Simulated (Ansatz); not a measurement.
**Multireference treatment of CoH, triplet**

Calculated in Ansatz's Gaussian-basis code. Basis def2-SVP, nonrelativistic, 5 orbitals frozen in the corrections. State-specific CASSCF; RHF is the lowest restricted (open-shell) Hartree–Fock solution met. Letters tell apart solutions met in one space. A minimal or small basis: far from the basis limit. No symmetry is imposed, so a solution can break that of the shape. No proof that the lowest CASSCF solution was found.

Geometry: bond length 2.2965 Å. A bond is stretched, to 1.46 times the sum of the covalent radii.

CASSCF less RHF, in eV, and natural occupations:

```json
{"CAS": "(10,7) a", "CASSCF": "-1.968", "occupations": "2.00, 2.00, 2.00, 1.20, 1.00, 1.00, 0.80"}
{"CAS": "(10,7) b", "CASSCF": "-0.793", "occupations": "2.00, 2.00, 2.00, 1.87, 1.00, 1.00, 0.13"}
```

(1) What totals less RHF do the corrections give on each solution?

(2) In CAS(10,7), is the solution lowest in CASSCF also lowest after SC-NEVPT2?

## Answers

(1) 

| CAS | SC-NEVPT2 |
| --- | --- |
| (10,7) a | -9.345 |
| (10,7) b | -8.776 |

(2) Yes: (10,7) a stays lowest, 0.57 eV under the next.
